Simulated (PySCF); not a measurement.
## Neon: a sound run and one with changed settings

Sound run: Ne⁺ [He] 2s2 2p5, Ne²⁺ [He] 2s2 2p4. Calculation: PySCF 2.14, in cc-pVTZ (4s3p2d1f, 30 functions); the non-relativistic Hamiltonian (point nucleus). The sound run starts from symmetry-adapted Hartree-Fock orbitals and uses a fine grid where one is needed.

Changed run: initial guess atom, at most 5 SCF cycles. This setting is unsound on purpose.

| species | method | sound run (hartree) | changed run (hartree) | converged |
| --- | --- | --- | --- | --- |
| Ne⁺ | UHF | -127.80888 | -127.80888 | no |
| Ne⁺ | M06-2X | -128.13483 | -128.13483 | no |
| Ne⁺ | MN15 | -128.08163 | -128.08163 | no |
| Ne²⁺ | UHF | -126.36528 | -126.36528 | no |
| Ne²⁺ | M06-2X | -126.62511 | -126.62511 | no |
| Ne²⁺ | MN15 | -126.56507 | -126.56507 | no |

The SCF was stopped early; the energies are upper bounds that still move, and correlated levels were skipped or rest on poor orbitals.
